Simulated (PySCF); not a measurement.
As⁻ (arsenic, charge -1) across methods

[Ar] 3d10 4s2 4p4, high-spin 3P determinant. All numbers are calculated (PySCF 2.14, the spin-free X2C one-electron Hamiltonian (Gaussian nucleus), in aug-cc-pVQZ-DK (8s7p5d3f2g, 93 functions)).

```csv
method,E (hartree),mean ε 4s β (eV),mean ε 4p α (eV),mean ε 4p β (eV),Σ⟨r²⟩ (bohr²),⟨S²⟩
UHF,-2259.00908,-10.245,-2.694,-0.574,62.44,2.028
BHandHLYP,-2260.715,-9.022,-0.974,0.288,62.48,2.010
MN15,-2262.236,-8.491,-0.903,0.412,65.25,2.019
PBE0,-2260.474,-7.820,-0.258,0.972,62.98,2.010
PBE,-2260.438,-6.756,0.624,1.664,65.17,2.010
r2SCAN,-2260.727,-6.716,0.393,1.559,63.25,2.017
HSE06,-2260.474,-7.531,0.142,1.318,63.12,2.009
LDA,-2257.312,-7.091,0.551,1.576,64.92,2.009
B3LYP,-2260.795,-7.856,-0.011,1.031,64.19,2.009
```

The highest occupied level is positive at BHandHLYP, MN15, PBE0, PBE, r2SCAN, HSE06, LDA, B3LYP: only the finite basis holds that electron, which in a density functional comes from self-interaction.
